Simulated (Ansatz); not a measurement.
`[BH2][InH][O][ZnH]`, charge 0, multiplicity 1.

Give a relaxed structure at PBE0-D4/def2-TZVP (the Gaussian-basis code of Ansatz). (Estimate.)

Ansatz gave: 
```xyz
8

B     0.864   -0.054    2.225
In   -0.156   -0.734    0.349
O    -0.147    0.675   -1.051
Zn   -0.721    0.883   -2.700
H     2.038   -0.213    2.390
H     0.261    0.496    3.098
H    -0.947   -2.172   -0.190
H    -1.192    1.119   -4.122
```
Point group Cs.
